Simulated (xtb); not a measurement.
A geometry relaxed with GFN2-xTB run with xtb 6.7.1, charge 0, multiplicity 1:

```xyz
5

H     -1.1278    -0.8736     0.2059
C     -0.5979     0.0028    -0.1247
H     -1.1866     0.8843    -0.3102
S      2.2280    -0.0103    -0.4910
C      0.6843    -0.0032    -0.2909
```

Task: Write the SMILES of this molecule.

Result: `C=C=S`
